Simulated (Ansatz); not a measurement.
Geometry optimisation, Ansatz 0.2.0, RKS LDA/def2-SVP.

The input (input.yaml):

```yaml
crystal:
  periodic: [false, false, false]
  atoms:
    - { symbol: B, position_ang: [-0.011981, -0.227545, 0.08959] }
    - { symbol: O, position_ang: [-0.030565, -0.417793, 1.46] }
    - { symbol: H, position_ang: [-0.943111, -0.59482, 1.771695] }
    - { symbol: C, position_ang: [1.316038, -0.030903, -0.679776] }
    - { symbol: H, position_ang: [1.657496, -1.021698, -1.058168] }
    - { symbol: H, position_ang: [1.18729, 0.633373, -1.557689] }
    - { symbol: H, position_ang: [2.118958, 0.371061, -0.029813] }
    - { symbol: F, position_ang: [-1.18143, -0.333752, -0.539883] }
    - { symbol: Br, position_ang: [0.160795, 2.936363, 0.778864] }
    - { symbol: H, position_ang: [0.336809, 1.741316, 1.679179] }
basis:
  gaussian: { orbitals: def2-SVP }
hamiltonian:
  xc: lda
relax:
  f_tol: 0.03
  max_steps: 50
```

Run as:

```bash
$ ansatz run input.yaml --threads 4 --pin off --max-ram 5120MiB --backend cpu --events-out ev --progress --plain --runs-dir out
```

Q: Where does it end, and by what steps?

A: It converged. The force dipped under the threshold on the way, but the program's further checks kept it going. After 17 steps the energy has fallen by 0.220 eV; Br9 moved furthest, 1.44 Å.

```json
{"step": "0", "energy less start (eV)": "0.0000", "largest force component (eV/Å)": "0.943", "accepted": "yes"}
{"step": "1", "energy less start (eV)": "-0.0630", "largest force component (eV/Å)": "0.387", "accepted": "yes"}
{"step": "2", "energy less start (eV)": "-0.1121", "largest force component (eV/Å)": "0.313", "accepted": "yes"}
{"step": "3", "energy less start (eV)": "-0.1289", "largest force component (eV/Å)": "0.286", "accepted": "yes"}
{"step": "4", "energy less start (eV)": "-0.1458", "largest force component (eV/Å)": "0.141", "accepted": "yes"}
{"step": "5", "energy less start (eV)": "-0.1613", "largest force component (eV/Å)": "0.371", "accepted": "yes"}
{"step": "6", "energy less start (eV)": "-0.1720", "largest force component (eV/Å)": "0.332", "accepted": "yes"}
{"step": "7", "energy less start (eV)": "-0.1822", "largest force component (eV/Å)": "0.455", "accepted": "yes"}
{"step": "8", "energy less start (eV)": "-0.1925", "largest force component (eV/Å)": "0.318", "accepted": "yes"}
{"step": "9", "energy less start (eV)": "-0.2018", "largest force component (eV/Å)": "0.263", "accepted": "yes"}
{"step": "10", "energy less start (eV)": "-0.2075", "largest force component (eV/Å)": "0.103", "accepted": "yes"}
{"step": "11", "energy less start (eV)": "-0.2138", "largest force component (eV/Å)": "0.124", "accepted": "yes"}
{"step": "12", "energy less start (eV)": "-0.2134", "largest force component (eV/Å)": "0.160", "accepted": "no"}
{"step": "13", "energy less start (eV)": "-0.2167", "largest force component (eV/Å)": "0.048", "accepted": "yes"}
{"step": "14", "energy less start (eV)": "-0.2180", "largest force component (eV/Å)": "0.116", "accepted": "yes"}
{"step": "15", "energy less start (eV)": "-0.2190", "largest force component (eV/Å)": "0.059", "accepted": "yes"}
{"step": "16", "energy less start (eV)": "-0.2196", "largest force component (eV/Å)": "0.022", "accepted": "yes"}
{"step": "17", "energy less start (eV)": "-0.2199", "largest force component (eV/Å)": "0.021", "accepted": "yes"}
```

```xyz
10
Properties=species:S:1:pos:R:3
B -0.063 -0.418 -0.018
O -0.460 0.206 1.130
H -1.267 -0.172 1.537
C 1.192 0.048 -0.789
H 1.985 -0.728 -0.704
H 0.974 0.147 -1.873
H 1.596 1.005 -0.398
F -0.810 -1.444 -0.418
Br 1.137 2.811 1.832
H 0.325 1.599 1.615
```

Whether the end is a true minimum wasn't checked by a vibrational analysis.

The run took 14 s on 4 threads of Arm Neoverse V2 (shared host), peak memory 0.18 GiB.
